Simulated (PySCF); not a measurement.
A species of formula C5H8Cl2Si has this rotational fingerprint, computed with wB97X-D/def2-SVPD in PySCF (dipole) on a GFN2-xTB geometry, gas phase:

* Rotational constants: A = 2646, B = 589.6, C = 528.3 MHz
* Dipole components: |μa| = 0.94 D, |μb| = 1.79 D, |μc| = 1.03 D
* Inertial defect: -91.56 u·Å²
* κ: -0.94

Question: Which candidate fits, each taken in the one conformer that was computed?
A. `C[C@@H]1[SiH2][C@@H](Cl)C=C1Cl`
B. `[Cl:1][CH:2]([Cl:3])[SiH2:4][C:5]1=[CH:6][CH2:7][CH2:8]1` with Cl1–C2–Si4–C5 59°, C2–Si4–C5–C6 -166°
C. `[Cl:1][C:2]1=[CH:3][SiH2:4][CH2:5][C@@H:6]([Cl:7])[CH2:8]1` with C2–C3–Si4–C5 5°, C3–Si4–C5–C6 -35°, Si4–C5–C6–Cl7 -57°, C5–C6–C8–C2 -59°
D. `Cl[C@@H]1[C@H]2C[SiH2][C@]1(Cl)C2`
E. `[SiH3:1][CH2:2][C@@:3]1([Cl:4])[C@@H:5]2[C@@H:6]([Cl:7])[C@H:8]12` with Si1–C2–C3–Cl4 -56°
F. `[CH3:1][SiH2:2][C@@H:3]1[C:4]([Cl:5])=[CH:6][C@H:7]1[Cl:8]` with C1–Si2–C3–C4 -75°

Answer: E. It is [SiH3]C[C@@]1(Cl)[C@@H]2[C@@H](Cl)[C@@H]21, a near-prolate asymmetric top, point group C1. The candidates at the same level (rigid rotor, commonest isotopes):

```tsv
SMILES	A (MHz)	B (MHz)	C (MHz)	μa (D)	μb (D)	μc (D)	Δ (u·Å²)	point group	rotor
C[SiH2][C@@H]1C(Cl)=C[C@H]1Cl	1423	827.5	571.4	1.45	0.59	0.67	-81.51	C1	asymmetric top
ClC(Cl)[SiH2]C1=CCC1	1684	762.2	747.5	1.26	0.41	1.12	-287.08	C1	near-prolate asymmetric top
Cl[C@@H]1[C@H]2C[SiH2][C@]1(Cl)C2	1602	1196	811.3	3.19	1.84	0.16	-115.06	C1	asymmetric top
ClC1=C[SiH2]C[C@@H](Cl)C1	1721	895.5	722.7	1.16	0.63	2.15	-158.74	C1	asymmetric top
C[C@@H]1[SiH2][C@@H](Cl)C=C1Cl	1809	828.2	608.1	0.61	2.05	0.84	-58.46	C1	asymmetric top
[SiH3]C[C@@]1(Cl)[C@@H]2[C@@H](Cl)[C@@H]21	2646	589.6	528.3	0.94	1.79	1.03	-91.56	C1	near-prolate asymmetric top
```

`C[C@@H]1[SiH2][C@@H](Cl)C=C1Cl` has B 40 % too high; `ClC(Cl)[SiH2]C1=CCC1` has C 41 % too high; `Cl[C@@H]1[C@H]2C[SiH2][C@]1(Cl)C2` has B 103 % too high; `ClC1=C[SiH2]C[C@@H](Cl)C1` has B 52 % too high; `C[SiH2][C@@H]1C(Cl)=C[C@H]1Cl` has A 46 % too low. No structure here is proved a minimum.
